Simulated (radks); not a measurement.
Task: Valence configurations of Ca (all share [Ar]). All-electron calculation, scalar-relativistic Kohn-Sham, PBE, spin-polarised, spherical densities, finite nucleus; open shells are filled with parallel spins first; Fermi nuclear charge, rms radius 3.4776 fm. Program: a radial shooting solver on a logarithmic mesh with Libxc functionals. Order these by energy: 4s2; 4s1.5 4p0.5; 4s1 4p1; 4p2; 3d2; 3d1 4s1.

Result: From the lowest, in eV above it: 4s2 0.000; 4s1.5 4p0.5 1.049; 3d1 4s1 1.814; 4s1 4p1 1.874; 4p2 4.429; 3d2 4.530. NIST lists [Ar] 4s2 as the ground configuration; this level of theory agrees among the configurations tried. The energies are those of spherical high-spin densities, not of single terms.
